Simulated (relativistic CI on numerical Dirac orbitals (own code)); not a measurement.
## Ni3+ in a cubic cluster: L2,3 absorption with charge transfer

Computed with a charge-transfer multiplet model of a cubic metal-ligand cluster with up to 3 ligand holes, Slater and spin-orbit integrals from Dirac-Coulomb-Breit ions, Slater integrals scaled by 0.9. The ground state mixes d7 with configurations of k ligand holes L, whose averages lie at kΔ + k(k − 1)U_dd/2; a core hole lowers each added d electron by U_cd. 20 K, Lorentzian 0.4 eV and Gaussian 0.3 eV FWHM.

Atomic integrals in eV (Slater integrals scaled, ζ unscaled), ground: F2dd 11.900, F4dd 7.429, zeta_d 0.089; with the core hole: F2dd 12.575, F4dd 7.855, zeta_d 0.114, zeta_core 11.406, F2cd 7.542, G1cd 5.754, G3cd 3.273.

Cluster parameters (eV): U_dd = 7.1, U_cd = 8.8, 10Dq = 0.7, 10Dq(ligand) = 1.4, V(eg) = 1.85, V(t2g) = -0.98, final-state hopping factor = 0.9.

Weights, n_d and S are thermal averages at 20 K. Photon energies count from the first peak over 30 % of the highest in each spectrum, which can be another peak from case to case. The parameters are a model scan and need not match a compound or its usual spin state. Peaks in eV (height, largest 100): 0.0 (69), 1.4 (97), 1.9 (100), 2.7 (90), 3.6 (26), 5.0 (26), 5.9 (17), 6.9 (12), 8.7 (6), 19.7 (17), 20.3 (21), 20.8 (24).

Task: Which parameters give this spectrum?
A. Δ = -2.4 eV
B. Δ = 2.6 eV
C. Δ = -0.4 eV
D. Δ = -1.4 eV
E. Δ = 0.6 eV

Result: E. Δ = 0.6 eV; the ground state then has 7.41 d electrons and S = 1.50. The choice follows from running the model for each set and comparing peak positions and heights.
